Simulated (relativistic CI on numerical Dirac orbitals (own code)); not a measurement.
**The 25-electron sequence from Rh XXI to Gd XL**

Calculated at this level of theory: Dirac-Coulomb-Breit CI, separate exchange-only KLI orbitals for each configuration, QED by a radiative potential, unscaled Slater integrals (own radial code, finite nucleus).

CI space (outside the closed core [Ne]): 3s2 3p6 3d7, 3s2 3p6 3d5 4s2, 3s2 3p6 3d6 4s, 3s2 3p5 3d8, 3s 3p6 3d8, 3p6 3d9, 3p5 3d10. Double excitations out of closed p, d and f shells are left out; levels of such configurations are missing from the list, as are those of other unlisted configurations, and high levels can miss mixing partners.

Energies above each ion's lowest level, in eV. Levels are followed by their leading LS label, which can pass from one level to another where the coupling changes.

| Ion | 3s2 3p6 3d7 4F_9/2 | 3s2 3p6 3d7 4F_7/2 | 3s2 3p6 3d7 4F_3/2 | 3s2 3p6 3d7 2G_9/2 | 3s2 3p6 3d7 4P_5/2 |
| --- | --- | --- | --- | --- | --- |
| Rh XXI | 0 | 4.1202 | 6.045 | 9.7158 | 9.8791 |
| Pd XXII | 0 | 4.7129 | 6.4383 | 10.388 | 10.574 |
| Ag XXIII | 0 | 5.3696 | 6.7818 | 11.118 | 11.342 |
| Cd XXIV | 0 | 6.0948 | 10.886 | 11.91 | 12.192 |
| In XXV | 0 | 6.8928 | 11.885 | 12.77 | 13.135 |
| Sn XXVI | 0 | 7.7684 | 12.978 | 13.702 | 14.176 |
| Sb XXVII | 0 | 8.7262 | 14.163 | 14.714 | 15.32 |
| Te XXVIII | ? | ? | ? | ? | ? |
| I XXIX | 0 | 10.907 | 16.81 | 16.993 | 17.927 |
| Xe XXX | 0 | 12.14 | 18.277 | 18.272 | 19.395 |
| Cs XXXI | 0 | 13.475 | 19.845 | 19.651 | 20.976 |
| Ba XXXII | 0 | 14.916 | 21.517 | 21.135 | 22.671 |
| La XXXIII | 0 | 16.468 | 23.299 | 22.73 | 24.484 |
| Ce XXXIV | 0 | 18.138 | 25.195 | 24.441 | 26.418 |
| Pr XXXV | 0 | 19.93 | 27.211 | 26.274 | 28.478 |
| Nd XXXVI | 0 | 21.849 | 29.353 | 28.234 | 30.667 |
| Pm XXXVII | 0 | 23.902 | 31.626 | 30.327 | 32.991 |
| Sm XXXVIII | 0 | 26.094 | 34.036 | 32.559 | 35.455 |
| Eu XXXIX | 0 | 28.43 | 36.589 | 34.936 | 38.064 |
| Gd XL | 0 | 30.917 | 39.292 | 37.463 | 40.824 |

Question: Fill in the row of Te XXVIII.

Answer: 3s2 3p6 3d7 4F_9/2 0, 3s2 3p6 3d7 4F_7/2 9.7708, 3s2 3p6 3d7 4F_3/2 15.44, 3s2 3p6 3d7 2G_9/2 15.809, 3s2 3p6 3d7 4P_5/2 16.569 (eV).

The lowest level keeps the configuration 3s2 3p6 3d7 and J = 9/2 throughout.

Between Z = 61 and 64 the energy of 3s2 3p6 3d7 4F_7/2 follows a local power law Z^5.4. For orientation: electrostatic splittings inside a shell grow about linearly with the screened charge, excitations that change n as its square, and fine structure as its fourth power; written in Z itself the exponents are larger, since the screened charge grows faster in proportion.
